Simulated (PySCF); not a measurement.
B(Me)(SH)2 (CH5BS2), SMILES SB(S)C.

The structure is a stationary point at PBE0-D3(BJ)/def2-SVP. Other conformers were not sampled.

These are PBE0-D3(BJ)/def2-SVP run with PySCF 2.14.0 values and carry that method's errors.

Frequencies are harmonic and unscaled.

```json
[
 {"mode": "1", "ν (cm⁻¹)": "51", "IR (km/mol)": "0.0", "Raman (Å⁴/amu)": "0.6", "depolarisation": "0.75", "moving atoms (share of kinetic energy)": "H 98 %"},
 {"mode": "2", "ν (cm⁻¹)": "256", "IR (km/mol)": "4.6", "Raman (Å⁴/amu)": "3.6", "depolarisation": "0.39", "moving atoms (share of kinetic energy)": "S 59 %, H 16 %, C 14 %, B 11 %"},
 {"mode": "3", "ν (cm⁻¹)": "256", "IR (km/mol)": "0.2", "Raman (Å⁴/amu)": "0.5", "depolarisation": "0.75", "moving atoms (share of kinetic energy)": "S 35 %, C 34 %, H 28 %"},
 {"mode": "4", "ν (cm⁻¹)": "353", "IR (km/mol)": "0.0", "Raman (Å⁴/amu)": "0.1", "depolarisation": "0.75", "moving atoms (share of kinetic energy)": "H 97 %"},
 {"mode": "5", "ν (cm⁻¹)": "385", "IR (km/mol)": "0.1", "Raman (Å⁴/amu)": "1.6", "depolarisation": "0.70", "moving atoms (share of kinetic energy)": "B 68 %, H 26 %"},
 {"mode": "6", "ν (cm⁻¹)": "408", "IR (km/mol)": "37.9", "Raman (Å⁴/amu)": "10.2", "depolarisation": "0.75", "moving atoms (share of kinetic energy)": "H 92 %"},
 {"mode": "7", "ν (cm⁻¹)": "513", "IR (km/mol)": "5.5", "Raman (Å⁴/amu)": "8.7", "depolarisation": "0.13", "moving atoms (share of kinetic energy)": "S 61 %, C 25 %"},
 {"mode": "8", "ν (cm⁻¹)": "793", "IR (km/mol)": "2.4", "Raman (Å⁴/amu)": "6.8", "depolarisation": "0.75", "moving atoms (share of kinetic energy)": "H 84 %"},
 {"mode": "9", "ν (cm⁻¹)": "795", "IR (km/mol)": "26.3", "Raman (Å⁴/amu)": "8.7", "depolarisation": "0.75", "moving atoms (share of kinetic energy)": "H 66 %, B 20 %"},
 {"mode": "10", "ν (cm⁻¹)": "821", "IR (km/mol)": "33.3", "Raman (Å⁴/amu)": "9.3", "depolarisation": "0.27", "moving atoms (share of kinetic energy)": "H 74 %, C 13 %, B 8 %"},
 {"mode": "11", "ν (cm⁻¹)": "858", "IR (km/mol)": "7.6", "Raman (Å⁴/amu)": "3.4", "depolarisation": "0.62", "moving atoms (share of kinetic energy)": "H 68 %, C 18 %, B 12 %"},
 {"mode": "12", "ν (cm⁻¹)": "1101", "IR (km/mol)": "188.0", "Raman (Å⁴/amu)": "0.4", "depolarisation": "0.75", "moving atoms (share of kinetic energy)": "B 61 %, H 23 %, C 8 %, S 8 %"},
 {"mode": "13", "ν (cm⁻¹)": "1115", "IR (km/mol)": "34.9", "Raman (Å⁴/amu)": "0.7", "depolarisation": "0.01", "moving atoms (share of kinetic energy)": "B 62 %, H 31 %"},
 {"mode": "14", "ν (cm⁻¹)": "1324", "IR (km/mol)": "54.3", "Raman (Å⁴/amu)": "4.6", "depolarisation": "0.67", "moving atoms (share of kinetic energy)": "H 68 %, C 27 %"},
 {"mode": "15", "ν (cm⁻¹)": "1425", "IR (km/mol)": "0.5", "Raman (Å⁴/amu)": "15.3", "depolarisation": "0.75", "moving atoms (share of kinetic energy)": "H 96 %"},
 {"mode": "16", "ν (cm⁻¹)": "1442", "IR (km/mol)": "8.9", "Raman (Å⁴/amu)": "11.3", "depolarisation": "0.75", "moving atoms (share of kinetic energy)": "H 94 %"},
 {"mode": "17", "ν (cm⁻¹)": "2714", "IR (km/mol)": "0.0", "Raman (Å⁴/amu)": "0.3", "depolarisation": "0.75", "moving atoms (share of kinetic energy)": "H 97 %"},
 {"mode": "18", "ν (cm⁻¹)": "2717", "IR (km/mol)": "8.0", "Raman (Å⁴/amu)": "234.9", "depolarisation": "0.28", "moving atoms (share of kinetic energy)": "H 97 %"},
 {"mode": "19", "ν (cm⁻¹)": "3053", "IR (km/mol)": "0.4", "Raman (Å⁴/amu)": "148.4", "depolarisation": "0.01", "moving atoms (share of kinetic energy)": "H 97 %"},
 {"mode": "20", "ν (cm⁻¹)": "3141", "IR (km/mol)": "3.4", "Raman (Å⁴/amu)": "80.8", "depolarisation": "0.71", "moving atoms (share of kinetic energy)": "H 91 %, C 9 %"},
 {"mode": "21", "ν (cm⁻¹)": "3167", "IR (km/mol)": "4.3", "Raman (Å⁴/amu)": "78.5", "depolarisation": "0.75", "moving atoms (share of kinetic energy)": "H 91 %, C 9 %"}
]
```
